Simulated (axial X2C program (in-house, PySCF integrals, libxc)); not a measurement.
Low determinants of RuB at the PBE0 level, 2c

Computed with an axial X2C code built on PySCF integrals. Two-component (2c) means X2C with spin–orbit coupling and atomic mean-field two-electron Coulomb and Gaunt terms. Basis: Ru dyall-cv3z [12s12p8d5f3g], B dyall-v3z [7s6p2d1f] (cores contracted in-house); Gaussian nuclei, density fitting, unrestricted open shells. Masses: Ru 101.904 u, B 11.009 u.

Search at 1.694 Å (vertical energies from the lowest determinant):

```json
{"ΔE (eV)": "0.00", "state": "Ω = 5/2", "electrons beyond evenly filled partner blocks": "ω = 5/2", "electrons in ±ω = 1/2, 3/2, 5/2, 7/2": "32 14 3 0"}
{"ΔE (eV)": "0.22", "state": "Ω = 3/2", "electrons beyond evenly filled partner blocks": "ω = 3/2", "electrons in ±ω = 1/2, 3/2, 5/2, 7/2": "32 13 4 0"}
{"ΔE (eV)": "0.51", "state": "Ω = 3/2", "electrons beyond evenly filled partner blocks": "ω = 1/2, ω = -3/2, ω = 5/2", "electrons in ±ω = 1/2, 3/2, 5/2, 7/2": "33 13 3 0"}
{"ΔE (eV)": "0.90", "state": "Ω = 1/2", "electrons beyond evenly filled partner blocks": "ω = -1/2, ω = -3/2, ω = 5/2", "electrons in ±ω = 1/2, 3/2, 5/2, 7/2": "33 13 3 0"}
{"ΔE (eV)": "1.13", "state": "Ω = 7/2", "electrons beyond evenly filled partner blocks": "2 × ω = 1/2, ω = 5/2", "electrons in ±ω = 1/2, 3/2, 5/2, 7/2": "32 14 3 0"}
{"ΔE (eV)": "1.36", "state": "Ω = 1/2", "electrons beyond evenly filled partner blocks": "2 × ω = -1/2, ω = 3/2", "electrons in ±ω = 1/2, 3/2, 5/2, 7/2": "32 13 4 0"}
{"ΔE (eV)": "1.48", "state": "Ω = 1/2", "electrons beyond evenly filled partner blocks": "ω = 1/2", "electrons in ±ω = 1/2, 3/2, 5/2, 7/2": "33 14 2 0"}
```

Lowest determinant, Ω = 5/2 (⟨Sz⟩ = 0.50, ⟨Lz⟩ = 2.00 at PBE0): Re = 1.692 Å, ωe = 951.8 cm⁻¹.

The determinant in row 2 of the search, Ω = 3/2 (⟨Sz⟩ = -0.50, ⟨Lz⟩ = 2.00 at PBE0), was followed along the bond at PBE0; measured from the minimum of the lowest determinant it gives:

Te = 0.220 eV (1774 cm⁻¹), Re = 1.692 Å, ωe = 951.9 cm⁻¹.

The determinant in row 3 of the search, Ω = 3/2 (⟨Sz⟩ = 1.50, ⟨Lz⟩ = 0.00 at PBE0), was followed along the bond at PBE0; measured from the minimum of the lowest determinant it gives:

Te = 0.442 eV (3566 cm⁻¹), Re = 1.760 Å, ωe = 843.8 cm⁻¹.

**Question.** Compare the bond of the determinant in row 2 with that of the lowest one.

**Answer.** At PBE0 its Re is the same within 0.001 Å and its force constant, which goes as ωe², is 1.00 times that of the lowest determinant. T0 ≈ Te + Δωe/2 = 1774 + (0) = 1774 cm⁻¹.

The search compares states at one distance, so a state with another bond length can lie lower; it is not exhaustive and yields mostly the lowest determinant of each block pattern, so other components and higher states of one pattern are missing. These are energies of single determinants, not of spin-adapted states; PBE0 term energies can be off by some tenths of an eV, and the functional has no current term. The lowest determinant need not be the ground state where others lie within half an eV.
